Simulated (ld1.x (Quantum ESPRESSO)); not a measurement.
**What one change does to a pseudopotential (aluminium, ultrasoft)**

- Element: aluminium
- Generator: ld1.x (Quantum ESPRESSO) 7.5
- Type: ultrasoft
- Functional: PBE
- Relativity: non-relativistic
- Frozen core: [Ne]
- Valence charge: 3
- Reference configuration: 3s2 3p0 (charge +1)
- Partial waves: 3s (bound): rcut 1.65, rcutus 1.75 bohr; 3s channel at -0.1 Ry: rcut 1.65, rcutus 1.75 bohr; 3p (bound, empty): rcut 1.65, rcutus 2.15 bohr; 3p channel at 0.65 Ry: rcut 1.65, rcutus 2.15 bohr
- Local potential: all-electron potential smoothed inside 1.70 bohr (lloc = -1)
- Core correction: Bessel-smoothed model core, default radius (core density twice the valence density)
- Augmentation charge: PSQ, inside the norm-conserving radii

Change: reference 3s2 3p1.

Cutoffs: the cutoffs (Ry, on a coarse ladder) from which the occupation-weighted sum of valence levels, in a spherical-Bessel basis at the reference potential, stays within 10 and 1 mRy of its value at 400 Ry; they do not see the model core or the augmentation charge, which bear on the density cutoff. Errors are all-electron minus pseudo energies relative to the spin-unpolarised reference configuration.

Problem. What does the change do?

Solution. The potential gets softer (10 Ry and 15 Ry → 10 Ry and 12 Ry); neither file shows a bound ghost.

```tsv
quantity	base	changed
cutoff, loose	10 Ry	10 Ry
cutoff, tight	15 Ry	12 Ry
bound ghosts	none	none
largest error over its own tests, meV	-5.7	-5.9
s: phases at 2.35 bohr within 0.05 rad from the reference energy up to (Ry; the scan ends near 5)	2.9	2.9
p: phases at 2.35 bohr within 0.05 rad from the reference energy up to (Ry; the scan ends near 5)	4.2	4.4
lowest overlap eigenvalue by channel	s 0.51, p 0.77	s 0.52, p 0.79
```
